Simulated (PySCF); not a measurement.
Se(Cl)(SeH), SMILES Cl[Se][SeH], PBE0/def2-SVP optimised geometry.

```
4

Se    -0.82    -1.11     0.00
Cl     1.39    -1.11     0.00
Se    -1.39     1.11     0.00
H     -1.37     1.31    -1.46
```

Density from PBE0/def2-TZVP in PySCF at that geometry.

Minimum of the electron density along straight lines between bonded atoms, close to the bond critical point (lines longer than 1.1 times the sum of covalent radii, or with two minima, are not listed):

| bond | length / Å | ρ at the minimum / e bohr⁻³ | ∇²ρ there / e bohr⁻⁵ | position (fraction from the first atom) |
|---|---|---|---|---|
| Se1–Cl2 | 2.209 | 0.113 | … | 0.47 |
| Se1–Se3 | 2.290 | 0.113 | … | 0.50 |
| Se3–H4 | 1.479 | … | -0.34 | 0.63 |

Fill in the missing entries.


- Se1–Cl2, ∇²ρ there / e bohr⁻⁵: 0.00
- Se1–Se3, ∇²ρ there / e bohr⁻⁵: -0.05
- Se3–H4, ρ at the minimum / e bohr⁻³: 0.176
